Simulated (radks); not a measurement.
These are the eigenvalues of the occupied orbitals of an atom or ion with whole-number occupations (hartree). Method: non-relativistic Kohn-Sham, TPSS, spin-polarised, spherical densities, point nucleus; meta-GGA in the generalised Kohn-Sham scheme; computed with a radial shooting solver on a logarithmic mesh with Libxc functionals.

| orbital | eigenvalue |
|---|---|
| 1s | -941.8293 |
| 2s | -198.0659 |
| 2p | -190.2625 |

Which element is it, and in what charge state? The configuration may be excited. Open shells, if any, are filled with parallel spins first.

Answer. Z = 46, palladium, charge +36: Pd36+ in [Ne]. The list shows which subshells hold electrons but not how many an open one holds; the 1s level, -941.83 hartree, gives Z - s = 43.4 by -(Z - s)^2/2, which with screening narrows Z to a few neighbours, and the depths of the outer levels then fix element, charge and occupations together.
